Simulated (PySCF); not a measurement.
C6H11F.
Geometry (PBE0-D3(BJ)/def2-SVP, Å), atoms numbered from 1 in this order:
```
atom  x, y, z in Å
F1     1.7776   -0.2726    1.1780
C2     1.4277   -0.0578   -0.1498
C3     0.5699   -1.2217   -0.6142
C4    -0.7633   -1.2645    0.1261
C5    -1.5053    0.0640    0.0119
C6    -0.6388    1.2224    0.4976
C7     0.6943    1.2686   -0.2427
H8     2.3693   -0.0191   -0.7252
H9     1.1304   -2.1595   -0.4746
H10    0.4001   -1.1091   -1.6992
H11   -0.5672   -1.4820    1.1894
H12   -1.3825   -2.0918   -0.2553
H13   -2.4488    0.0264    0.5796
H14   -1.7852    0.2357   -1.0440
H15   -1.1688    2.1812    0.3838
H16   -0.4371    1.0994    1.5750
H17    0.5300    1.4946   -1.3108
H18    1.3415    2.0655    0.1561
```

Linear response at B3LYP/def2-SVPD (PySCF, frozen core in the response, non-relativistic).

Static isotropic polarisability: 70.49 au (10.45 Å³), principal values 64.9, 73.1, 73.5 au.

Problem. What is the polarisability at 1064 nm and at the sodium D line?

Solution. 70.93 au at 1064 nm (+0.6 %), 71.95 au at 589.3 nm (+2.1 %). The rise at 589.3 nm is 3.33 times that at 1064 nm; a pure ω² law gives 3.26. The lowest singlet lies at 159 nm, shorter than both wavelengths.

Problem. What is the isotropic C6 coefficient between two such molecules, C6 = (3/π)∫α(iω)² dω?

Solution. 2298 au (Eh·bohr⁶) by a ten-point quadrature over imaginary frequencies, which is 1370 eV·Å⁶ or 132 J·nm⁶/mol.

Problem. Which effective excitation energy ω̄ makes London's formula C6 = (3/4)α²ω̄ exact here?

Solution. ω̄ = 4·C6/(3α²) = 0.617 Eh = 16.8 eV. A one-pole form α(ω) = α/(1 − ω²/ω̄²) fitted to the 1064 nm value gives 14.8 eV. London's choice of the ionisation energy (10.43 eV, ΔSCF at the same level) gives C6 = 1430 au, 38 % too low.

Problem. What does −C6/R⁶ come to at R = 12 Å between centres?

Solution. -44 J/mol. This is the leading, orientation-averaged term; C8 and higher terms are left out.

Problem. How many electrons N does the Slater–Kirkwood formula C6 = (3/4)·√N·α^(3/2) need to give this C6?

Solution. N = (4·C6/3)²/α³ = 26.8; the species has 56 electrons in all.

Problem. What molar refraction at the D line follows from R = (4π/3)·N_A·α′, with α′ the polarisability volume?

Solution. α′ = 10.66 Å³ gives R = 26.89 cm³/mol, for isolated, non-vibrating species.

Problem. The lowest 6 singlets have (eV, f): 7.77, 0.000; 7.79, 0.001; 8.34, 0.013; 8.41, 0.006; 8.43, 0.012; 8.65, 0.024. What share of the static polarisability do they carry in the sum over states α = Σ f/ω²?

Solution. 0.59 au, 0.8 % of α; the largest term, 0.24 au, is that of the state at 8.65 eV. Their oscillator strengths add up to 0.06. Higher states carry the rest.

One conformer stands for the species.
